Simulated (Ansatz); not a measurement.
The cluster B₈H₁₄. The state is a singlet with charge 0. Geometry r2SCAN-D4/def2-SVP.

Cartesian coordinates in Å:
```
B 0.910 1.284 0.329
B -0.498 0.848 1.382
B -0.700 0.776 -1.680
B -0.592 -0.886 1.440
B -1.332 -0.816 -1.276
B 1.665 -0.311 -0.088
B 0.664 -1.557 0.588
B -0.108 -0.061 -0.111
H -0.829 -1.811 -1.740
H 0.829 -2.648 0.120
H 0.649 1.542 1.603
H 2.478 -0.430 -0.959
H 0.234 0.891 -2.437
H -2.386 -0.917 -0.697
H -0.150 0.010 2.357
H 1.860 -1.063 0.996
H 1.109 2.335 -0.203
H -1.330 1.766 -1.390
H -1.646 -1.326 1.801
H -1.366 1.628 1.649
H 2.096 0.769 0.615
H -1.556 -0.022 -2.298
```

Another isomer (singlet) lies 0.92 eV lower at PBE0-D4/def2-TZVP; other spin states weren't run for this one.

(1) Estimate the orbital energies around the gap (eV) in Ansatz with PBE-D4/def2-SVP, PBE-D4/def2-TZVP, BLYP-D4/def2-TZVP, PBE0-D4/def2-TZVP, CAM-B3LYP-D4/def2-TZVP.

Results:

(1) 
| orbital | PBE-D4/def2-SVP | PBE-D4/def2-TZVP | BLYP-D4/def2-TZVP | PBE0-D4/def2-TZVP | CAM-B3LYP-D4/def2-TZVP |
| --- | --- | --- | --- | --- | --- |
| HOMO−9 | -9.90 | -9.99 | -9.83 | -11.38 | -12.85 |
| HOMO−8 | -9.16 | -9.27 | -9.17 | -10.69 | -12.16 |
| HOMO−7 | -9.15 | -9.25 | -9.16 | -10.68 | -12.13 |
| HOMO−6 | -8.70 | -8.79 | -8.69 | -10.10 | -11.50 |
| HOMO−5 | -8.49 | -8.62 | -8.53 | -10.02 | -11.46 |
| HOMO−4 | -8.46 | -8.56 | -8.44 | -9.78 | -11.16 |
| HOMO−3 | -8.05 | -8.18 | -8.09 | -9.50 | -10.89 |
| HOMO−2 | -7.87 | -7.97 | -7.87 | -9.22 | -10.59 |
| HOMO−1 | -7.05 | -7.19 | -7.14 | -8.53 | -9.99 |
| HOMO | -6.70 | -6.78 | -6.61 | -7.82 | -9.06 |
| LUMO | -2.38 | -2.45 | -2.23 | -1.56 | -0.42 |
| LUMO+1 | -2.00 | -2.07 | -1.88 | -1.17 | -0.04 |
| LUMO+2 | -1.15 | -1.29 | -1.11 | -0.34 | 0.72 |
| LUMO+3 | 0.31 | -0.33 | -0.27 | 0.38 | 1.09 |
| LUMO+4 | 0.66 | 0.15 | 0.28 | 0.93 | 1.83 |
| LUMO+5 | 1.01 | 0.35 | 0.48 | 1.22 | 2.06 |
